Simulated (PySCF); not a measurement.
PySCF input (MN15/def2-TZVPD):

```python
from pyscf import gto, scf, dft

mol = gto.M(
    atom='''
    Na   -0.00000000   -0.00000000   -0.90343180
    F     0.00000000    0.00000000    1.10419443
    ''',
    basis='def2-tzvpd',
    charge=-1,
    spin=1,
    symmetry='C2v',
    verbose=4,
)

mf = dft.UKS(mol, xc='mn15').density_fit(auxbasis='def2-universal-jkfit')
mf.grids.level = 4
mf.conv_tol = 1e-9
mf.max_cycle = 100
mf.max_memory = 1500
mf.kernel()
if not mf.converged:
    mf = mf.newton()
    mf.kernel(mf.make_rdm1())
mf.analyze()
```

Output:

```
PySCF version 2.14.0

[INPUT] verbose = 4
[INPUT] num. atoms = 2
[INPUT] num. electrons = 21
[INPUT] charge = -1
[INPUT] spin (= nelec alpha-beta = 2S) = 1
[INPUT] symmetry C2v subgroup None
[INPUT] Mole.unit = angstrom
[INPUT] Symbol           X                Y                Z      unit          X                Y                Z       unit  Magmom
[INPUT]  1 Na     0.000000000000   0.000000000000  -0.903431800000 AA    0.000000000000   0.000000000000  -1.707238674223 Bohr   0.0
[INPUT]  2 F      0.000000000000   0.000000000000   1.104194430000 AA    0.000000000000   0.000000000000   2.086625060970 Bohr   0.0

nuclear repulsion = 26.0947695832207
point group symmetry = Coov, use subgroup C2v
symmetry origin: [0.0000000e+00 0.0000000e+00 6.6140414e-09]
symmetry axis x: [1. 0. 0.]
symmetry axis y: [0. 1. 0.]
symmetry axis z: [0. 0. 1.]
num. orbitals of irrep A1 = 34
num. orbitals of irrep A2 = 7
num. orbitals of irrep B1 = 17
num. orbitals of irrep B2 = 17
number of shells = 27
number of NR pGTOs = 111
number of NR cGTOs = 75
basis = def2-tzvpd
ecp = {}

******** <class 'pyscf.df.df_jk.DFSymAdaptedUKS'> ********
method = DFSymAdaptedUKS
initial guess = minao
damping factor = 0
level_shift factor = 0
DIIS = <class 'pyscf.scf.diis.CDIIS'>
diis_start_cycle = 1
diis_space = 8
diis_damp = 0
SCF conv_tol = 1e-09
SCF conv_tol_grad = None
SCF max_cycles = 100
direct_scf = False
number electrons alpha = 11  beta = 10
XC library pyscf.dft.libxc version 7.1.2
    S. Lehtola, C. Steigemann, M. J. T. Oliveira, and M. A. L. Marques,  SoftwareX 7, 1–5 (2018)
XC functionals = mn15
    H. S. Yu, X. He, S. L. Li, and D. G. Truhlar,  Chem. Sci. 7, 5032–5051 (2016)
    H. S. Yu, X. He, S. L. Li, and D. G. Truhlar,  Chem. Sci. 7, 5032–5051 (2016)
radial grids:
    Treutler-Ahlrichs [JCP 102, 346 (1995); DOI:10.1063/1.469408] (M4) radial grids

becke partition: Becke, JCP 88, 2547 (1988); DOI:10.1063/1.454033
pruning grids: <function nwchem_prune>
grids dens level: 4
symmetrized grids: C2v
atomic radii adjust function: <function treutler_atomic_radii_adjust>
small_rho_cutoff = 0
Freeze 0 electrons in irreps []
    21 free electrons in irreps A1 A2 B1 B2
Set gradient conv threshold to 3.16228e-05
[...]
beta  HOMO (B2) = -0.142161187533348  LUMO (B1) = 0.139072128616906
  HOMO = 0.0374428608728  LUMO = 0.0998020942174  gap/eV = 1.69688
Extra cycle  E= -262.067140117585  delta_E= 7.52e-11  |g|= 7.65e-06  |ddm|= 8.1e-05
converged SCF energy = -262.067140117585  <S^2> = 0.75073951  2S+1 = 2.0007394
**** SCF Summaries ****
Total Energy =                        -262.067140117585097
Nuclear Repulsion Energy =              26.094769583220682
One-electron Energy =                 -424.984947912160862
Two-electron Energy =                  136.823038211355083
Two-electron Coulomb Energy =          161.730171603137876
DFT Exchange-Correlation Energy =      -24.907133391782786
HOMO-LUMO gap [eV] =                     1.696881170450481
Wave-function symmetry = A1
alpha occupancy for each irrep:     A1   A2   B1   B2
                                     7    0    2    2
beta  occupancy for each irrep:     A1   A2   B1   B2
                                     6    0    2    2
**** MO energy ****
alpha MO #1 (A1 #1), energy= -37.7165444433726 occ= 1
alpha MO #2 (A1 #2), energy= -23.9299495460412 occ= 1
alpha MO #3 (A1 #3), energy= -2.01405549693624 occ= 1
alpha MO #4 (B1 #1), energy= -1.01943033486463 occ= 1
alpha MO #5 (B2 #1), energy= -1.01943033486463 occ= 1
alpha MO #6 (A1 #4), energy= -1.01769440237444 occ= 1
alpha MO #7 (A1 #5), energy= -0.834737339836224 occ= 1
alpha MO #8 (A1 #6), energy= -0.151360015600645 occ= 1
alpha MO #9 (B1 #2), energy= -0.142601967906253 occ= 1
alpha MO #10 (B2 #2), energy= -0.142601967906253 occ= 1
alpha MO #11 (A1 #7), energy= 0.0374428608727939 occ= 1
alpha MO #12 (B1 #3), energy= 0.0998020942173687 occ= 0
alpha MO #13 (B2 #3), energy= 0.0998020942173692 occ= 0
alpha MO #14 (A1 #8), energy= 0.103310466824212 occ= 0
alpha MO #15 (A1 #9), energy= 0.143270697460123 occ= 0
alpha MO #16 (B1 #4), energy= 0.157831589598788 occ= 0
alpha MO #17 (B2 #4), energy= 0.157831589598787 occ= 0
alpha MO #18 (A1 #10), energy= 0.164763431662553 occ= 0
alpha MO #19 (B1 #5), energy= 0.259380695286082 occ= 0
alpha MO #20 (B2 #5), energy= 0.259380695286082 occ= 0
alpha MO #21 (A1 #11), energy= 0.266952885052538 occ= 0
alpha MO #22 (A1 #12), energy= 0.295360953667894 occ= 0
alpha MO #23 (A1 #13), energy= 0.319337909418811 occ= 0
alpha MO #24 (A2 #1), energy= 0.319339830305434 occ= 0
alpha MO #25 (B1 #6), energy= 0.329969609005918 occ= 0
alpha MO #26 (B2 #6), energy= 0.329969609005918 occ= 0
alpha MO #27 (B1 #7), energy= 0.413167861191834 occ= 0
alpha MO #28 (B2 #7), energy= 0.413167861191834 occ= 0
alpha MO #29 (A1 #14), energy= 0.451009630072988 occ= 0
alpha MO #30 (A1 #15), energy= 0.518982918782847 occ= 0
alpha MO #31 (A2 #2), energy= 0.76466592592576 occ= 0
alpha MO #32 (A1 #16), energy= 0.764666799750756 occ= 0
alpha MO #33 (A1 #17), energy= 0.814778198939258 occ= 0
alpha MO #34 (B1 #8), energy= 0.867380579911109 occ= 0
alpha MO #35 (B2 #8), energy= 0.867380579911109 occ= 0
alpha MO #36 (B1 #9), energy= 1.00638918836017 occ= 0
alpha MO #37 (B2 #9), energy= 1.00638918836017 occ= 0
alpha MO #38 (A1 #18), energy= 1.0821549061456 occ= 0
alpha MO #39 (A1 #19), energy= 1.23265252760089 occ= 0
alpha MO #40 (A1 #20), energy= 1.25769452926719 occ= 0
alpha MO #41 (A2 #3), energy= 1.25769458006431 occ= 0
alpha MO #42 (B1 #10), energy= 1.29859045897431 occ= 0
alpha MO #43 (B2 #10), energy= 1.29859045897431 occ= 0
alpha MO #44 (A1 #21), energy= 1.34070771503833 occ= 0
alpha MO #45 (B1 #11), energy= 1.44920184093971 occ= 0
alpha MO #46 (B2 #11), energy= 1.4492018409397 occ= 0
alpha MO #47 (A1 #22), energy= 1.59910281573578 occ= 0
alpha MO #48 (A1 #23), energy= 2.56946715144949 occ= 0
alpha MO #49 (A2 #4), energy= 2.56948351005182 occ= 0
alpha MO #50 (B1 #12), energy= 2.63132256239116 occ= 0
alpha MO #51 (B2 #12), energy= 2.63132256239116 occ= 0
alpha MO #52 (A1 #24), energy= 2.70681183804062 occ= 0
alpha MO #53 (B1 #13), energy= 3.59469610512919 occ= 0
alpha MO #54 (B2 #13), energy= 3.59469610512918 occ= 0
alpha MO #55 (A1 #25), energy= 3.60815513785025 occ= 0
alpha MO #56 (A1 #26), energy= 4.24253905266529 occ= 0
alpha MO #57 (A1 #27), energy= 4.37371310076963 occ= 0
alpha MO #58 (A1 #28), energy= 5.847816933066 occ= 0
alpha MO #59 (A2 #5), energy= 5.84781698900952 occ= 0
alpha MO #60 (B1 #14), energy= 5.870143648845 occ= 0
alpha MO #61 (B2 #14), energy= 5.870143648845 occ= 0
alpha MO #62 (A1 #29), energy= 5.93230890095712 occ= 0
alpha MO #63 (A2 #6), energy= 7.08186265550073 occ= 0
alpha MO #64 (A1 #30), energy= 7.0819420379466 occ= 0
alpha MO #65 (B1 #15), energy= 7.08533860424544 occ= 0
alpha MO #66 (B2 #15), energy= 7.08533860424544 occ= 0
alpha MO #67 (B1 #16), energy= 7.09157395653324 occ= 0
alpha MO #68 (B2 #16), energy= 7.09157395653324 occ= 0
alpha MO #69 (A1 #31), energy= 7.12575652542505 occ= 0
alpha MO #70 (A2 #7), energy= 8.58980138125759 occ= 0
alpha MO #71 (A1 #32), energy= 8.58991353528758 occ= 0
alpha MO #72 (B1 #17), energy= 8.63422843394694 occ= 0
alpha MO #73 (B2 #17), energy= 8.63422843394695 occ= 0
alpha MO #74 (A1 #33), energy= 8.68032127382916 occ= 0
alpha MO #75 (A1 #34), energy= 54.9956972338359 occ= 0
beta  MO #1 (A1 #1), energy= -37.7166840299675 occ= 1
beta  MO #2 (A1 #2), energy= -23.9296380355611 occ= 1
beta  MO #3 (A1 #3), energy= -2.01265324911085 occ= 1
beta  MO #4 (B1 #1), energy= -1.01849757315384 occ= 1
beta  MO #5 (B2 #1), energy= -1.01849757315384 occ= 1
beta  MO #6 (A1 #4), energy= -1.01605027155426 occ= 1
beta  MO #7 (A1 #5), energy= -0.833957617989782 occ= 1
beta  MO #8 (A1 #6), energy= -0.149689266476734 occ= 1
beta  MO #9 (B1 #2), energy= -0.142161187533348 occ= 1
beta  MO #10 (B2 #2), energy= -0.142161187533348 occ= 1
beta  MO #11 (B1 #3), energy= 0.139072128616906 occ= 0
beta  MO #12 (B2 #3), energy= 0.139072128616915 occ= 0
beta  MO #13 (A1 #7), energy= 0.14570937881851 occ= 0
beta  MO #14 (A1 #8), energy= 0.165193963032551 occ= 0
beta  MO #15 (B1 #4), energy= 0.22150553665828 occ= 0
beta  MO #16 (B2 #4), energy= 0.221505536658281 occ= 0
beta  MO #17 (A1 #9), energy= 0.235083231543385 occ= 0
beta  MO #18 (A1 #10), energy= 0.288121462747206 occ= 0
beta  MO #19 (A1 #11), energy= 0.332869215191891 occ= 0
beta  MO #20 (B1 #5), energy= 0.342064402397972 occ= 0
beta  MO #21 (B2 #5), energy= 0.342064402397972 occ= 0
beta  MO #22 (A1 #12), energy= 0.378073045417032 occ= 0
beta  MO #23 (A2 #1), energy= 0.378073268423076 occ= 0
beta  MO #24 (B1 #6), energy= 0.400089071849794 occ= 0
beta  MO #25 (B2 #6), energy= 0.400089071849799 occ= 0
beta  MO #26 (A1 #13), energy= 0.445309000847651 occ= 0
beta  MO #27 (B1 #7), energy= 0.472247563549665 occ= 0
[...]
```
